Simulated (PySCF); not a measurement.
Molecule: `C[O][Al]([O]C)[O]C`, C3H9AlO3.

Geometry (Å), atoms numbered from 1 in this order:
```xyz
16

C     2.779   -1.017    0.145
O     1.648   -0.196    0.175
Al    0.002   -0.002    0.204
O    -0.991   -1.330    0.203
C    -2.271   -1.892    0.213
O    -0.653    1.521    0.236
C    -0.509    2.912    0.252
H     3.403   -0.798    1.016
H     3.348   -0.812   -0.766
H     2.509   -2.075    0.161
H    -2.416   -2.476   -0.701
H    -3.046   -1.125    0.268
H    -2.367   -2.553    1.078
H    -0.977    3.311    1.156
H     0.542    3.206    0.239
H    -1.006    3.336   -0.625
```

Frames of a GFN2-xTB Langevin trajectory at 400 K; GIAO PBE0/pcSseg-1 shieldings in PySCF 2.14.0 with density-fitted response routines, gas phase, non-relativistic; equivalent atoms averaged within each frame.

Chemical shifts δ = σref − σ; TMS for ¹³C (σ = 186.93 ppm), ¹H (σ = 31.72 ppm); H2O for ¹⁷O (σ = 336.08 ppm); AlH4- for ²⁷Al (σ = 489.97 ppm), all at this level. The references are static minima.

Question: How do the shifts (ppm) fluctuate along the trajectory?

Answer: 
| time (fs) | C1/C5/C7 | O2/O4/O6 | Al3 | H8/H9/H10/H11/H12/H13/H14/H15/H16 |
| --- | --- | --- | --- | --- |
| optimised geometry | 56.1 | -14.3 | -18.7 | 4.06 |
| 250 | 64.3 | 6.8 | -22.3 | 4.98 |
| 425 | 60.1 | -5.3 | -13.9 | 3.99 |
| 625 | 54.3 | -9.9 | -20.0 | 4.17 |
| 800 | 60.6 | -3.8 | -22.8 | 4.43 |
| 1000 | 55.8 | -11.6 | -16.0 | 4.35 |
| mean of frames | 59.0 | -4.8 | -19.0 | 4.39 |
| standard deviation | 4.0 | 7.2 | 3.9 | 0.37 |

5 frames give an uncertainty of the mean of about the standard deviation over 2.2 at best, since frames this close in time may not be independent; classical motion lacks zero-point vibration, and the reference would need the same averaging.
